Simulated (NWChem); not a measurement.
Molecule: GeH3I; SMILES [GeH3][I]

def2 effective core potentials on I; no spin-orbit coupling.

### Question
Give the equilibrium geometry at PBE0/def2-SVP with def2 effective core potentials on I (NWChem) as an XYZ file, with the point group.

### Answer
point group C3v; any orientation.
```
5

Ge     0.0000     0.0000    -1.4789
I      0.0000     0.0000     1.0422
H      1.0341     1.0341    -1.9430
H      0.3785    -1.4126    -1.9430
H     -1.4126     0.3785    -1.9430
```
